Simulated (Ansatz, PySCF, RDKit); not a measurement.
Complex: CH4O (SMILES CO) (first 6 atoms) with C2H6O (SMILES COC); geometry from B3LYP-D3(BJ)/def2-TZVP, rigid monomers moved along the line of their centres of mass till H6···O8 is 2.13 Å.
(charge 0, multiplicity 1):
```
atom    x (Å)    y (Å)    z (Å)
----  -------  -------  -------
C      0.1363  -0.0718  -0.2436
O      0.3762   0.9196   0.7360
H      0.7891  -0.9452  -0.1216
H      0.3425   0.3716  -1.2182
H     -0.9047  -0.4182  -0.2399
H      0.2018   0.5354   1.6109
C     -1.0984   0.4995   4.3047
O     -0.0688  -0.1725   3.6012
C      1.1602  -0.1910   4.3058
H     -0.8265   1.5428   4.5018
H     -1.3096   0.0007   5.2573
H     -1.9883   0.4731   3.6790
H      1.5171   0.8260   4.5041
H      1.8841  -0.7085   3.6795
H      1.0559  -0.7241   5.2575
```

Monomers are frozen at their geometry in the pair; levels with a basis set take the counterpoise correction. RDKit's UFF carries no charges.

Correlated levels freeze the cores.

The values were computed with Ansatz (a program for electronic structure) with Gaussian orbitals; PySCF for the dispersion terms; RDKit for the force fields. 

Task: What is the computed interaction energy (r2SCAN-D3(BJ)/def2-TZVPPD)?

Result: -5.5 kcal/mol

Task: Give the interaction energy at the level UFF.

Result: 4.3 kcal/mol

Task: What interaction energy does CCSD(T)/aug-cc-pVDZ give?

Result: -5.1 kcal/mol
